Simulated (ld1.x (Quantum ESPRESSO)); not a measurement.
## Configuration tests for Ar (Z = 18) (ultrasoft)

ld1.x (Quantum ESPRESSO) 7.5 input, shortened:

```
&input
   title='Ar', zed=18., rel=1, dft='PBESOL', iswitch=3,
   config='[Ar] 3d-2'
 /
 &inputp
   pseudotype=3, tm=.true., lloc=-1, rcloc=1.00,
   nlcc=.false.,
   which_augfun='PSQ', rmatch_augfun=0.90
 /
6
3S  1  0   2.00   0.00  1.00  1.10  0.0
3S  1  0   0.00  -0.55  1.00  1.10  0.0
3P  2  1   6.00   0.00  1.20  1.30  0.0
3P  2  1   0.00   3.70  1.20  1.30  0.0
3D  3  2  -2.00   0.25  1.15  1.50  0.0
3D  3  2  -2.00   2.65  1.15  1.50  0.0
 &test
   configts(1)='3s2 3p6'
 /
```

Energies are relative to the spin-unpolarised reference configuration 3s2 3p6; without spin polarisation the order of configurations can differ from experiment.

Q: Give the all-electron excitation energy and the error of the potential for: 3s2 3p5; 3s2 3p4; 3s2 3p3; 3s1 3p6; 3s2 3p2; 3s2 3p5.5.

A:

| valence configuration | charge | ΔE all-electron (eV) | error AE − PS (meV) |
| --- | --- | --- | --- |
| 3s2 3p5 | +1 | 16.014 | -0.8 |
| 3s2 3p4 | +2 | 44.618 | +3.3 |
| 3s2 3p3 | +3 | 87.140 | +23 |
| 3s1 3p6 | +1 | 30.580 | -0.7 |
| 3s2 3p2 | +4 | 144.713 | +75 |
| 3s2 3p5.5 | +0.5 | 6.526 | -0.7 |
